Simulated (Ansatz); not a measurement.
Input for Ansatz (development build ahead of 0.2.0):

```yaml
crystal:
  periodic: [false, false, false]
  atoms:
    - { symbol: Rh, position_ang: [0.0, 0.0, 0.0] }
basis:
  gaussian: { orbitals: def2-TZVPP }
magnetization:
  spin_polarized: true
  initial_magnetization: 3
hamiltonian:
  xc: pbe
```

The input is written out in the form of the current development build from the run's settings. The basis set brings a core potential for Rh, so the total leaves out those core electrons.

Output:

| Property | Result |
| --- | --- |
| Converged | yes |
| Total energy | -110.50238 hartree |
| Spin squared of the determinant | 3.751 |
